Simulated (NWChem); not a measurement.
System: GaNH₂Cl₂; SMILES [Cl][Ga]([Cl])[NH2]

Input file for NWChem:

```
start job
memory heap 200 mb stack 900 mb global 1100 mb
geometry units angstroms noautoz
  Ga     0.264285    -0.017618     0.000000
  Cl    -0.821232     0.027083    -1.837397
  Cl    -0.821232     0.027083     1.837397
  N      2.051818    -0.088045     0.000000
  H      2.606534    -0.114640     0.845845
  H      2.606534    -0.114640    -0.845845
end
basis spherical
  Ga library def2-tzvp
  Cl library def2-tzvp
  N library def2-tzvp
  H library def2-tzvp
end
dft
  xc pbe0
  iterations 150
  mulliken
end
task dft energy
```

The geometry was optimised at PBE0/def2-SVP.

Q: What results follow from this input? (PBE0/def2-TZVP.) Quantities: energy (Ha); highest occupied level (eV); orbital gap (eV); dipole (D).

A: 
```yaml
energy (Ha): -2900.78
highest occupied level (eV): -8.07
orbital gap (eV): 7.00
dipole (D): 2.70
```
